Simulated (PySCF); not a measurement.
borazine cation (B₃H₆N₃), SMILES B1NBNBN1 (connectivity only; charge and spin as stated), charge +1, multiplicity 2.

The structure is a stationary point at PBE-D3(BJ)/def2-SVP. A frequency run showed that this geometry is not a minimum. The spin state was assumed, not searched.

Method: CAM-B3LYP/def2-TZVP run with PySCF.

```json
{
 "total_energy": "-242.26329 hartree",
 "point_group": "Cs",
 "α spin, highest occupied and lowest empty level": "-15.64 and -4.42 eV",
 "β spin, highest occupied and lowest empty level": "-15.01 and -10.49 eV",
 "dipole_moment_about_the_centre_of_nuclear_charge": "1.04 D",
 "mean_static_polarisability": "70.6 bohr³ (10.46 Å³)",
 "polarisability_principal_values": "35.8, 82.5, 93.5 bohr³",
 "⟨S²⟩": "0.767 (pure state 0.75)"
}
```
